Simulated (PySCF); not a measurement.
Electron correlation in Ar (argon, neutral)

[Ar], closed-shell 1S. All numbers are calculated (PySCF 2.14, no relativity, point nucleus, in pcseg-2 (5s4p2d1f, 34 functions)). Frozen: [Ne]; 8 electrons correlated.

MP2 pair energies summed by pair of shells (mhartree):

```tsv
pair	energy	share (%)
3p-3p	-142.82	73.9
3s-3p	-42.52	22.0
3s-3s	-7.91	4.1
```

Total MP2 correlation energy: -193.25 mhartree.

Same-spin part -49.50 and opposite-spin part -143.75 mhartree; SCS-MP2 scales them by 1/3 and 6/5 to -189.00 mhartree.

| level | correlation energy (mhartree) |
| --- | --- |
| CCSD | -211.45 |
| (T) | -5.60 |
| CCSD(T) | -217.05 |

Diagnostics: T1 = 0.0018, D1 = 0.0028, largest double amplitude 0.048.

**Question.** Is a single reference adequate?

**Answer.** Yes: T1 lies below 0.03 and no double amplitude reaches 0.07.
